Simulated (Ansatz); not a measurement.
Consider the atomization: `[CH3][GeH]([Cl])[I]` → C• + Cl• + Ge• + 4 H• + I•.

Calculated with Ansatz (gas phase, PBE0-D4/def2-TZVP geometries, no zero-point term in ΔE). CBS: MP2 limit from def2 TZ/QZ plus the TZ coupled-cluster correction, frozen cores. This one scheme is used for every species, atoms too. DFT in def2-TZVPP. No spin–orbit coupling; open shells (•) take unrestricted orbitals. Spin–orbit coupling would lower the free atoms: a little for C, Cl; clearly for Ge; strongly for I. Elements past krypton have def2 core potentials. Bonds to Ge, I are less sure, by a few kJ/mol each and by 10 to 20 or more in all where they break to atoms, as the def2 sets lack core-valence functions. Scalar relativity is left out up to krypton.

```json
{"level": "revPBE-D4", "ΔE (kcal/mol)": "589.3", "difference from CCSD(T)/CBS": "-12.3"}
{"level": "BLYP-D4", "ΔE (kcal/mol)": "587.1", "difference from CCSD(T)/CBS": "-14.5"}
{"level": "B97M-V", "ΔE (kcal/mol)": "602.0", "difference from CCSD(T)/CBS": "0.4"}
{"level": "r2SCANh-D4", "ΔE (kcal/mol)": "598.5", "difference from CCSD(T)/CBS": "-3.1"}
{"level": "ωB97X-V", "ΔE (kcal/mol)": "600.0", "difference from CCSD(T)/CBS": "-1.6"}
{"level": "ωB97M-V", "ΔE (kcal/mol)": "595.0", "difference from CCSD(T)/CBS": "-6.6"}
{"level": "PBE", "ΔE (kcal/mol)": "598.3", "difference from CCSD(T)/CBS": "-3.3"}
{"level": "PBE0", "ΔE (kcal/mol)": "594.1", "difference from CCSD(T)/CBS": "-7.5"}
{"level": "BHLYP", "ΔE (kcal/mol)": "574.6", "difference from CCSD(T)/CBS": "-27.0"}
{"level": "LC-ωPBE", "ΔE (kcal/mol)": "589.1", "difference from CCSD(T)/CBS": "-12.5"}
{"level": "CCSD/def2-SVP", "ΔE (kcal/mol)": "553.7", "difference from CCSD(T)/CBS": "-47.9"}
{"level": "CCSD/def2-TZVPP", "ΔE (kcal/mol)": "577.3", "difference from CCSD(T)/CBS": "-24.3"}
{"level": "CCSD(T)/def2-TZVPP", "ΔE (kcal/mol)": "586.8", "difference from CCSD(T)/CBS": "-14.8"}
{"level": "HF/def2-QZVPP", "ΔE (kcal/mol)": "443.5", "difference from CCSD(T)/CBS": "-158.1"}
{"level": "MP2/def2-QZVPP", "ΔE (kcal/mol)": "604.2", "difference from CCSD(T)/CBS": "2.6"}
{"level": "SCS-MP2/def2-QZVPP", "ΔE (kcal/mol)": "599.6", "difference from CCSD(T)/CBS": "-2.0"}
{"level": "CCSD(T)/CBS", "ΔE (kcal/mol)": "601.6", "difference from CCSD(T)/CBS": "0"}
```

Largest T1 diagnostic among the species: 0.009.

From PBE to PBE0 (25 % exact exchange), in def2-TZVPP and without D4, ΔE moves by −4.2 kcal/mol: exact exchange takes away binding that semilocal exchange gives to molecules. At CCSD(T), def2-SVP lies −41.8 kcal/mol from the extrapolated value and def2-TZVPP −14.8 kcal/mol: correlation converges slowly with the basis, and small sets miss more of it in the bonded molecule than in its fragments.

For atomizations the MP2-based limit and the directly extrapolated one differ by several kJ/mol either way, and by 10 to 25 for some Ge, Se and Sn compounds, so smaller differences from it don't rank the levels.
